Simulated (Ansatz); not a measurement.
Cost and result for the atomization energy of CH$_{5}$BrGe (`[CH3][GeH2][Br]`) (8 atoms, 7 bonds).

Charge 0, multiplicity 1. Correlated methods include outer-core shells of Br, Ge, which these sets cover unevenly. Scalar relativity is left out up to krypton. All single points use the PBE0-D4/def2-TZVP geometry. Program: Ansatz. All runs use 4 threads of an Arm Neoverse V2 on a shared host. Times are those of one run each, without the atoms' runs, and a repeat can differ threefold. Electronic energies, without spin–orbit coupling; frozen cores. CCSD(T)/CBS adds CCSD(T) − MP2 in def2-TZVPP to the MP2 limit, and its time is that of the two runs behind it. T1 = 0.009. With those shells the extrapolation isn't a true limit. HSE06 is the plane-wave form, built on full-range PBE exchange.

CCSD(T)/CBS is a level of theory with its own doubt, some kJ/mol a heavy atom from the limit and from the frozen cores, so smaller differences don't rank the functionals.

| level | functions | wall time | atomization (kJ/mol) | difference from CCSD(T)/CBS | per bond |
| --- | --- | --- | --- | --- | --- |
| BLYP-D4/def2-TZVPP | 197 | 1.5 s | 2465.7 | -56.1 | -8.0 |
| BHLYP-D4/def2-TZVPP | 197 | 2.5 s | 2457.8 | -64.0 | -9.1 |
| HSE06-D4/def2-TZVPP | 197 | 2.6 s | 2499.2 | -22.6 | -3.2 |
| r2SCAN-D4/def2-TZVPP (with forces) | 197 | 3.6 s | 2516.5 | -5.3 | -0.8 |
| B2PLYP/def2-TZVPP | 197 | 3.7 s | 2474.6 | -47.2 | -6.7 |
| r2SCANh-D4/def2-TZVPP | 197 | 4 s | 2508.1 | -13.7 | -2.0 |
| CCSD(T)/def2-SVP | 103 | 4.4 s | 2373.8 | -148.0 | -21.1 |
| ωB97X-V/def2-TZVPP | 197 | 6 s | 2516.7 | -5.1 | -0.7 |
| B97M-V/def2-TZVPP | 197 | 6.5 s | 2523.7 | 1.9 | 0.3 |
| ωB97M-V/def2-TZVPP (with forces) | 197 | 8.5 s | 2495.6 | -26.2 | -3.7 |
| MP2/def2-QZVPP | 385 | 16 s | 2503.2 | -18.6 | -2.7 |
| CCSD(T)/def2-TZVPP | 197 | 80 s | 2471.5 | -50.3 | -7.2 |
| CCSD(T)/CBS(def2) | – | 95 s | 2521.8 | 0.0 | 0.0 |

Leaving LDA and LC-ωPBE aside and taking each functional with its dispersion term where it has one, the values spread over 65.9 kJ/mol, from BHLYP-D4 to B97M-V. LDA lies +317.9 kJ/mol from PBE without D4, its usual overbinding. From r2SCAN to r2SCAN0 (25 % exact exchange), in def2-TZVPP and without D4, the atomization energy moves by −20.4 kJ/mol: exact exchange takes away binding that semilocal exchange gives to molecules. In def2-TZVPP, CCSD(T) changes the Hartree–Fock value by +580.4 kJ/mol (the triples alone add +28.4 kJ/mol) and MP2 by +583.5 kJ/mol; breaking electron pairs costs correlation energy, which Hartree–Fock lacks.
